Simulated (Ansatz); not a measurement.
A nudged elastic band was laid between two geometries of CH5AsS (8 atoms, charge 0, multiplicity 1).

All numbers below come from RHF/def2-mTZVP in Ansatz.

| Item | Value |
| --- | --- |
| movable images | 5 |
| climbing image | yes |
| spring | 0.1 eV/Å² |
| optimiser | quadratic models (default) |
| start path | IDPP |
| force threshold | 0.03 eV/Å |
| iteration limit | 60 |
| end points | relaxed |

Initial state:

```xyz
8
Properties=species:S:1:pos:R:3
C -0.767 1.131 -0.434
S -0.245 0.113 0.993
As 1.052 -1.400 -0.041
H -1.318 0.545 -1.152
H 0.079 1.598 -0.913
H -1.413 1.900 -0.037
H 2.229 -1.317 0.902
H 0.475 -2.627 0.626
```

Final state:

```xyz
8
Properties=species:S:1:pos:R:3
C -0.608 0.915 -0.423
S -0.441 0.314 1.293
As 0.911 -1.458 1.126
H -1.048 0.158 -1.054
H 0.349 1.215 -0.820
H -1.263 1.774 -0.392
H 1.973 -0.831 0.247
H 0.219 -2.143 -0.033
```

**Question.** What changes between the two ends?

**Answer.** No bond is made or broken. The height of As3 over the plane of its neighbours goes from 0.86 to -0.86 Å.

**Question.** What energy profile does the band end with?

**Answer.** It converged. The highest image is number 3 of 0 to 6, 1.90 eV above the first end and 1.92 eV above the last; the last end lies 0.02 eV below the first. Neighbouring images differ by up to 1.3 eV, so the band resolves the path poorly. Another band between the same ends (5 images) ends at a top of the same energy, where a vibrational analysis finds 1 clearly imaginary mode.

```tsv
image	path coordinate (Å)	energy (eV)	height of As3 over the plane of its neighbours (Å)
0	0.00	0.00	0.86
1	0.34	0.14	0.73
2	0.68	0.99	0.41
3	1.03	1.90	0.01
4	1.51	0.56	-0.53
5	2.01	0.05	-0.79
6	2.51	-0.02	-0.86
```

**Question.** What is the geometry of the highest image?

**Answer.** 
```xyz
8
Properties=species:S:1:pos:R:3
C -0.713 1.082 -0.548
S -0.419 0.327 1.092
As 0.890 -1.345 0.728
H -1.190 0.380 -1.212
H 0.210 1.432 -0.979
H -1.373 1.922 -0.376
H 2.349 -1.176 0.784
H 0.337 -2.679 0.456
```

The run took 87 s on 1 CPU thread of a shared host.
